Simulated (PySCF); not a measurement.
Vertical excitations of a molecule C4H13NSi from TDA-M06-2X/def2-SVPD in PySCF, as energy in eV (oscillator strength): 5.98 (0.033), 6.39 (0.007), 6.88 (0.012), 7.10 (0.005), 7.34 (0.038), 7.54 (0.016). Lowest triplet (TDA): 5.88 eV. Coordinates come from a PBE0-D3(BJ)/def2-SVP optimisation. One conformer was computed; it need not be the lowest.

Q: Pick the molecule that these values belong to.
(A) C[C@@H]([SiH3])CCN
(B) C[SiH2]CN(C)C
(C) CCCNC[SiH3]
(D) C[C@@H]([SiH3])N(C)C

A: B, C[SiH2]CN(C)C
